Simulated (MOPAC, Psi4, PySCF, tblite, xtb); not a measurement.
Dimer CO2 ··· C2H2 (SMILES O=C=O and C#C) at R = 3.20 Å between the centres of mass, closest contact 3.23 Å (lowest of the rigid-body minima from ten starts at GFN2-xTB). Geometry in Å and degrees:

```
7

O     -1.160     0.001     0.000
C      0.000     0.000     0.000
O      1.160    -0.001     0.000
C      0.599     0.000     3.196
C     -0.597     0.001     3.196
H      1.662    -0.001     3.195
H     -1.660     0.002     3.196
```

Computed with: GFN2-xTB (tblite); SAPT0/jun-cc-pVDZ, frozen core (Psi4); revPBE/def2-TZVP, counterpoise-corrected (Psi4); revPBE-D3(BJ)/def2-TZVP, counterpoise-corrected (Psi4); PBE/def2-TZVP, counterpoise-corrected (Psi4); PBE-D3(BJ)/def2-TZVP, counterpoise-corrected (Psi4); HF/aug-cc-pVDZ, counterpoise-corrected (Psi4); MP2/aug-cc-pVDZ = Psi4 with DF-MP2/aug-cc-pVDZ, frozen core, counterpoise-corrected; SCS-MP2/aug-cc-pVDZ = DF-SCS-MP2/aug-cc-pVDZ, frozen core, counterpoise-corrected (Psi4); PM3, restricted, heats of formation (MOPAC); PM7, restricted, heats of formation (MOPAC); GFN1-xTB (xtb); RKS-B3LYP/6-31G* = restricted B3LYP/6-31G*, spherical d, no counterpoise correction in PySCF 2.14.0; RMP2/3-21G = PySCF with restricted MP2 (frozen core)/3-21G, no counterpoise correction; RMP2/6-31G* = restricted MP2 (frozen core)/6-31G*, spherical d, no counterpoise correction in PySCF 2.14.0; RHF/LANL2DZ = restricted Hartree-Fock/LANL2DZ, no counterpoise correction (PySCF).

### Question
What interaction energy does each level give?

### Answer

| method | E_int / kcal/mol |
|---|---|
| RMP2/3-21G | -2.66 |
| RMP2/6-31G* | -2.45 |
| PBE-D3(BJ)/def2-TZVP | -2.10 |
| SAPT0/jun-cc-pVDZ | -1.94 |
| revPBE-D3(BJ)/def2-TZVP | -1.86 |
| MP2/aug-cc-pVDZ | -1.76 |
| RKS-B3LYP/6-31G* | -1.70 |
| GFN2-xTB | -1.44 |
| SCS-MP2/aug-cc-pVDZ | -1.27 |
| PBE/def2-TZVP | -1.05 |
| RHF/LANL2DZ | -0.93 |
| PM7 | -0.64 |
| GFN1-xTB | -0.62 |
| HF/aug-cc-pVDZ | -0.18 |
| revPBE/def2-TZVP | 0.34 |
| PM3 | 1.08 |
